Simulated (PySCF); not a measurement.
An unknown is described by computed data only.

Formula: C6H15OP.

| Property | Result |
| --- | --- |
| 13C NMR | chemical shifts (computed TMS as zero) by class: 66.9 (1 C), 56.9 (1 C), 25.3 (1 C), 23.7 (1 C), 22.1 (1 C), 15.8 (1 C) ppm [GIAO PBE0/pcSseg-1] |
| Dipole | 1.52 D [CAM-B3LYP/def2-SVPD] |
| XPS | P2p3/2 135.8, C1s 290.1, C1s 290.3, C1s 290.3, C1s 290.5, C1s 292.0, C1s 292.0, O1s 538.2, P1s 2149.4 eV [ΔSCF SCAN, pcX-2 on the ionised atom, pcseg-1 elsewhere, spin-free X2C, 2p3/2 from a spin–orbit splitting computed afterwards within the 2p shell] |
| Triplet | lowest triplet excitation (Tamm–Dancoff): 5.38 eV [TDA CAM-B3LYP/def2-SVPD] |
| Rotational structure | rotational constants A, B, C: 2.702, 0.857, 0.786 GHz [PBE0-D3(BJ)/def2-SVP] |
| NMR, other nuclei | isotropic shieldings of nuclei other than C and H, by class: 316 (1 O), 419 (1 P) ppm [GIAO PBE0/pcSseg-1] |

Electronic properties: PySCF, gas phase, density fitting. Levels stand in brackets. Geometry: PBE0-D3(BJ)/def2-SVP, one conformer, isolated molecule. NMR classes are plain means over equivalent atoms (diastereotopic ones count apart unless rotation or inversion swaps them), as if these changed places fast.

Task: What is the compound? Reason from the data.

Result: Numbering: `[CH3:1][CH2:2][CH2:3][PH:4][CH2:5][CH2:6][O:7][CH3:8]`. 6 carbons fall into 6 classes; from least to most shielded: sp3 carbon bound to oxygen [C6] (66.9 ppm), methoxy carbon [C8] (56.9 ppm), sp3 carbon bound to phosphorus [C3] (25.3 ppm), chain CH2 carbon [C2] (23.7 ppm), sp3 carbon bound to phosphorus [C5] (22.1 ppm), methyl carbon [C1] (15.8 ppm). The other shieldings belong to: 316 ppm, ether oxygen [O7]; 419 ppm, phosphine phosphorus [P4]. The core levels belong to: P2p3/2 135.8 eV, phosphine phosphorus [P4]; C1s 290.1 eV, sp3 carbon bound to phosphorus [C3]; C1s 290.3 eV, methyl carbon [C1]; C1s 290.3 eV, sp3 carbon bound to phosphorus [C5]; C1s 290.5 eV, chain CH2 carbon [C2]; C1s 292.0 eV, methoxy carbon [C8]; C1s 292.0 eV, sp3 carbon bound to oxygen [C6]; O1s 538.2 eV, ether oxygen [O7]; P1s 2149.4 eV, phosphine phosphorus [P4]. The optimised geometry has point group C1 and is an asymmetric top. Structure: `C(CC)PCCOC`. Computed isomers that give other values at the same levels: `CCP(=O)(CC)CC` (rotational constant A: 2.006 GHz; this holds for the one conformer computed). The assignments are read from this structure; whether some other isomer fits the data as well wasn't checked.
